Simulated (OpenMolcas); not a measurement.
**Ag2+: moving or changing the point charges**

Ag2+ among 4 point charges of -2 e arranged as a tetrahedron (Td), 1.9 Å from the ion.

```yaml
Program: OpenMolcas
Method: "SS-CASPT2, IPEA 0.25 Eh, imaginary shift 0.1 Eh (closed shells correlated: 4s 4p)"
Basis: ANO-RCC-VDZP [6s5p3d1f]
Scalar_Hamiltonian: DKH2, point nucleus
Active_space: 9 electrons in 5 orbitals (4d)
State_averaging: 2S+1 = 2 even, 5 roots
Spin-orbit_coupling: RASSI with atomic mean-field integrals over the reference wave functions
```

Runs around this geometry, states (labels of Td). Energies in cm-1 above the lowest state or level, χT in cm3 K/mol; under a threefold ground state the first gap can be a small split of the lowest multiplet, not the spin-orbit step; 10Dq is the gap between the two states; 10Dq is negative for this site.

| R (Å) | q (e) | Ground state | First state of that spin | 10Dq | First gap with spin-orbit (degeneracies) | χT at 300 K |
| --- | --- | --- | --- | --- | --- | --- |
| 1.9 | -1.3 | 2T2 | 2E 2630 | -2633 | 1210 (2, 4) | 0.797 |
| 1.81 | -2 | 2T2 | 2E 3640 | -3641 | 1420 (2, 4) | 0.708 |
| 1.9 | -2 | 2T2 | 2E 3230 | -3232 | 1350 (2, 4) | 0.738 |
| 2.12 | -2 | 2T2 | 2E 2330 | -2333 | 1100 (2, 4) | 0.836 |

Taking |10Dq| as R^-n, n = -ln(2333 / 3641) / ln(2.12 / 1.81) = 2.8 between the shortest and longest distance. The point-charge formula for a cubic d site gives n = 5.

Scaling the charges by -1.3 / -2 = 0.65 scales |10Dq| by 2633 / 3232 = 0.81; with fixed orbitals a first-order splitting would follow the charge.

Roots that are degenerate in the reference are averaged as groups; the widest CASPT2 spread within a group is 20 cm-1 (the 3-fold group of multiplicity 2 near 0 cm-1 above the lowest state of its run, R = 1.9, q = -1.3). Shifts and gaps below about the spread of the groups concerned are not significant. An orbital triplet at a regular site is open to Jahn-Teller coupling, which can distort the site and quench the lowest spin-orbit gaps and is left out. The ground term spreads over less than 5000 cm-1, several times less than with real ligands, so orbital moments are less quenched and χT lies further from the spin-only value than at real sites. Free-ion shares, where given, are those of the reference states; single-state CASPT2 does not remix them. This is an electrostatic model: the charges have no orbitals. No measured value stands beside these numbers.
